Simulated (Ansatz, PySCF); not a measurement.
Caution: the restricted solution is unstable towards spin-unrestricted or complex orbitals, so a lower solution exists and this singlet may not be the ground state. This singlet is an excited state, 0.10 eV above the relaxed triplet at the level frozen-core CCSD(T)/aug-cc-pVDZ // PBE0-D3(BJ)/def2-TZVPD (Ansatz, a first-principles code).

Cartesian coordinates (Å):
```xyz
8

Al     2.1467     0.3337     0.4938
B      0.2500    -0.0768     0.0856
Si    -1.6320    -0.3275    -0.3575
H      3.1810    -0.7854     1.0442
H      2.7902     1.8076     0.3061
H     -2.6176    -0.7227     0.7191
H     -2.0896     1.0332    -0.8133
H     -2.0287    -1.2621    -1.4779
```
Charge -1, spin multiplicity 1.

**Question.** Estimate the HOMO and total energy that PySCF with PBE0-D3(BJ)/def2-TZVPD returns for this input.

**Answer.** 
```json
{
 "HOMO": "-0.03 eV",
 "total_energy": "-15223.49 eV"
}
```
